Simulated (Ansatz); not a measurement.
`[NH2][Zn][CH2]C=O` and `O=CCO` differ in one atom or group.

Ansatz, PBE0-D4/def2-TZVP geometries, multiplicity 1. Each molecule was computed in one conformer, which needn't be the lowest.

Scalar relativity is left out up to krypton.

```tsv
property	`[NH2][Zn][CH2]C=O`
LUMO energy (B3LYP/def2-TZVPP) / eV	-1.04
HOMO–LUMO gap (PBE0/def2-TZVPP) / eV	6.34
size of the dipole moment (B3LYP/def2-TZVPP) / D	3.14
size of the dipole moment (ωB97M-V/def2-TZVPP) / D	3.14
LUMO energy (PBE0/def2-TZVPP) / eV	-0.74
HOMO energy (PBE/def2-TZVPP) / eV	-5.55
```

(1) Give the same properties after the change, and the shifts. (Estimate.)

## Answers

(1) Computed: 
```csv
property,`O=CCO`,shift
LUMO energy (B3LYP/def2-TZVPP) / eV,-1.40,-0.36
HOMO–LUMO gap (PBE0/def2-TZVPP) / eV,7.06,0.72
size of the dipole moment (B3LYP/def2-TZVPP) / D,2.39,-0.75
size of the dipole moment (ωB97M-V/def2-TZVPP) / D,2.41,-0.73
LUMO energy (PBE0/def2-TZVPP) / eV,-1.10,-0.36
HOMO energy (PBE/def2-TZVPP) / eV,-6.55,-1.00
```

With PBE0 the HOMO falls by 1.08 eV and the LUMO falls by 0.36 eV, so the gap widens by about 0.72 eV. PBE moves the HOMO by -1.00 eV and ωB97M-V by -1.11 eV. Dipoles are sizes alone; their direction can turn.

B3LYP here is the variant with VWN-RPA as its local correlation; programs differ in this.
